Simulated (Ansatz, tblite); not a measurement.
Removing and adding an electron: the cluster Ge4O10H4. The state is a singlet with charge 0. Geometry: PBE-D4/def2-SVP. Ansatz, gas phase; energy differences of separate SCF runs; the oxidised species was run as a doublet alone; the reduced species was run as a doublet alone.

```xyz
18

Ge    1.3911   -2.3610   -0.6051
Ge   -1.7311    0.2293   -0.3974
Ge    1.2720   -0.0102    0.4985
Ge   -1.0856    1.8165    1.8026
O    -0.9018    2.4655    3.2984
O     1.7118    1.7791    0.5835
O    -0.6591    1.2941   -1.4715
O     1.1742   -0.6151   -1.2144
O    -0.4259    0.1155    1.1571
O     1.9756   -1.5562    1.0181
O    -2.1775   -1.3040   -0.8669
O    -2.4114    1.5975    0.5987
O    -0.1723   -3.1304   -0.5608
O     0.4623    2.5276    0.4328
H    -0.9501   -2.4741   -0.6265
H    -0.0469    0.6758   -1.9475
H     2.5011   -3.2365   -1.1977
H     0.0736    2.1864   -0.5019
```

The xTB rows come from tblite. The structure holds one bond between oxygen atoms, so isomers without such links may lie far lower. HOMO above LUMO, or a gap near zero within one spin, warns that the state may not be the lowest or that an electron is smeared out. The structure comes from a short search, and lower isomers may exist.

```tsv
level	−HOMO (eV)	vertical IE (eV)	−LUMO (eV)	vertical EA (eV)	HOMO–LUMO gap (eV)	IE − EA (eV)	remarks
GFN2-xTB	13.60	16.05	9.72	7.33	3.88	8.72	–
PBE-D4/def2-SVP	7.02	9.63	4.27	–	2.76	–	gap within one spin near zero (+1 doublet)
```

Q: Estimate the rows for GFN1-xTB, PBE0-D4/def2-SVP.

A: 
```csv
level,−HOMO (eV),vertical IE (eV),−LUMO (eV),vertical EA (eV),HOMO–LUMO gap (eV),IE − EA (eV),remarks
GFN1-xTB,13.19,15.60,8.14,5.66,5.05,9.94,–
PBE0-D4/def2-SVP,8.67,10.36,3.32,1.65,5.35,8.71,HOMO above zero (-1 doublet)
```

Relaxing the oxidised species (PBE-D4/def2-SVP) changes its energy by -0.33 eV at PBE-D4/def2-SVP, so the adiabatic ionisation energy to this nearest minimum is 9.30 eV. At PBE0-D4/def2-SVP it is 9.64 eV.  Run but left out: PBE-D4/def2-SVP (charge -1 doublet: an occupied level 0.03 eV above an empty one).   A HOMO above zero means that the electron is unbound at that level or that self-interaction error raises the level; the energy of removing that electron tells which. Raw xTB energy differences between charge states are shifted by several eV; the methods need an empirical correction for them. Sets without diffuse functions give affinities that are too small.
